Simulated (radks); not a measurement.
Ce III, configuration [Xe] 4f2 (the NIST ground configuration). All-electron calculation, scalar-relativistic Kohn-Sham, SCAN, spin-unpolarised, spherical densities, finite nucleus; meta-GGA in the generalised Kohn-Sham scheme; Fermi nuclear charge, rms radius 4.8771 fm. Program: a radial shooting solver on a logarithmic mesh with Libxc functionals.

Local quantities along the radius. ELF = 1/(1 + alpha^2) is the electron localisation function; alpha = (tau - tau_W)/tau_unif compares the Pauli kinetic energy density with that of the uniform gas. tau is taken from the large components.

```
   r/bohr * ELF (the largest magnitude, 0.999, reaches the edge; | marks zero)
0.0008673 |                                                      *
 0.001175 |                                                      *
 0.001593 |                                                      *
 0.002159 |                                                      *
 0.002926 |                                                      *
 0.003966 |                                                      *
 0.005375 |                                                      *
 0.007284 |                                                      *
 0.009793 |                                                      *
  0.01327 |                                                     *
  0.01799 |                                                *
  0.02438 |                                 *
  0.03304 |                  *
  0.04478 |                     *
  0.06068 |                                    *
  0.08224 |                                        *
   0.1115 |                         *
   0.1511 |                   *
   0.2047 |                                    *
   0.2775 |                                       *
    0.376 |            *
   0.5096 |                          *
   0.6907 |                                        *
   0.9361 |                      *
    1.258 |                 *
    1.706 |                                      *
    2.312 |                                   *
    3.133 |        *
    4.246 *
    5.754 *
```

On this mesh the ELF has minima near r = 0.038, 0.13, 0.44, 1.1 bohr, which separate the shells, and maxima near 0.071 (0.74), 0.24 (0.76), 0.69 (0.75), 2.0 (0.74).
